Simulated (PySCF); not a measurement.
**A small calculation by hand: oscillator strength and radiative lifetime**

C4H9AlO, SMILES C=C[CH2][AlH][O]C.

Coordinates come from a B3LYP-D3(BJ)/def2-SVP optimisation. The structure was generated by enumeration; whether it is a known compound was not checked. Other conformers were not sampled.

TDA-PBE/def2-SVPD run with PySCF puts the first singlet state with f over 0.02 at 4.92 eV (vertical), with the transition dipole (0.759, 0.374, -0.527) in atomic units.

Problem. Find the oscillator strength, the wavelength and the radiative lifetime that this transition would have in vacuum if emission retraced absorption.

Solution. 
|μ|² = 0.9937 au, so |μ| = 2.53 D. ΔE = 4.92/27.211 = 0.1808 hartree. f = (2/3) ΔE |μ|² = 0.120 (the program prints 0.120).
λ = 1239.84/4.92 = 252 nm; ν = 39682 cm⁻¹.
Einstein's coefficient A = 0.6670 ν² f s⁻¹ (ν in cm⁻¹) = 1.3e8 s⁻¹, so τ = 1/A = 7.9 ns. This state is S1. The figure is the radiative limit of this one transition; relaxation, internal conversion, crossing to triplets and a medium change what is measured.
